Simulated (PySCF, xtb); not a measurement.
SiH2F2, SMILES F[SiH2]F.

GFN2-xTB in xtb 6.7.1 at its own geometry gives an orbital gap of 6.76 eV and a dipole moment of 2.30 D.

The structure is a stationary point at TPSSh-D3(BJ)/def2-TZVP.

What does M06-2X/def2-TZVPD (PySCF) give? (Estimate from the structure and the level; the computed values follow.)

gap 11.76 eV (levels -11.34 and 0.42 eV), dipole 1.64 D.
